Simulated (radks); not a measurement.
Results of a calculation; reference values are marked as such.
Code: a radial shooting solver on a logarithmic mesh with Libxc functionals. Model: scalar-relativistic Kohn-Sham, PBEsol, spin-polarised, spherical densities, finite nucleus; open shells are filled with parallel spins first; Fermi nuclear charge, rms radius of each element as measured or else 0.836 A^(1/3) + 0.57 fm. Each species is in its NIST ground configuration. Rank Cu, Ni, Co, Ti, Zn, Sc, V, Cr, Mn, Fe by radius at which the density is 0.001 e/bohr^3 (bohr), largest first.

Answer. Sc 4.97, Ti 4.84, V 4.73, Mn 4.55, Fe 4.46, Cr 4.40, Co 4.38, Ni 4.31, Zn 4.18, Cu 4.08.
